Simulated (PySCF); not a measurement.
Compound: C₇H₇P.
SMILES with atom numbers: `[CH2:1]=[CH:2][c:3]1[cH:4][cH:5][p:6][cH:7][cH:8]1` (hydrogens: H9, H10 on C1; H11 on C2; H12 on C4; H13 on C5; H14 on C7; H15 on C8)

Level of theory: TDDFT PBE0/def2-SVPD, vertical, gas phase, core orbitals frozen in the response in PySCF. One conformer (not necessarily the lowest) at the PBE0-D3(BJ)/def2-SVP geometry, without solvent, vibrations or thermal averaging. Torsions of this conformer, `[CH2:1]=[CH:2][c:3]1[cH:4][cH:5][p:6][cH:7][cH:8]1`: C1–C2–C3–C4 1°.

Orbital energies (eV): HOMO-3 -8.63, HOMO-2 -7.86, HOMO-1 -7.79, HOMO -6.63, LUMO -1.94, LUMO+1 -0.91, LUMO+2 0.47.

Lowest singlets, with some entries withheld (?).

| state | E (eV) | f | main configurations (H = HOMO, L = LUMO) |
| --- | --- | --- | --- |
| S1 | 4.34 | 0.356 | ? |
| S2 | 4.52 | ? | H→L+1 (48%), H-2→L (37%), H→L (14%) |
| S3 | ? | ? | ? |
| S4 | 5.42 | 0.0004 | H-1→L+1 (99%) |
| S5 | 5.47 | 0.144 | ? |
| S6 | 5.83 | 0.0006 | H-3→L (74%), H→L+2 (24%) |
| S7 | 5.87 | 0.0000 | H-4→L (98%) |
| S8 | ? | 0.416 | H-2→L+1 (51%), H→L+2 (36%) |
| S9 | 6.38 | 0.016 | H→L+3 (99%) |
| S10 | 6.69 | ? | H-3→L+1 (89%) |

(1) Supply the missing values.

(2) What is the vertical ionisation energy by ΔSCF at this level?

(3) What is the mean static polarisability from the same response equations?

(4) Where do the lowest triplets lie (Tamm–Dancoff)?

Results:

(1) 
- S1: H→L (81%), H→L+1 (12%)
- S2: f = 0.087
- S3: E = 4.70 eV; f = 0.012; H-1→L (98%)
- S5: H-2→L (54%), H→L+1 (37%)
- S8: E = 6.33 eV
- S10: f = 0.025

(2) 8.29 eV; −ε(HOMO) is 6.63 eV.

(3) 114.3 au (16.94 Å³), with principal values 63.1, 107.7 and 172.2 au.

(4) T1 2.60 eV, H→L (94%); T2 3.87 eV, H-1→L (93%); T3 3.91 eV, H→L+1 (77%), H-2→L (19%); T4 4.10 eV, H-3→L (38%), H→L+2 (23%), H-2→L (22%). E(S1) − E(T1) = +1.75 eV.
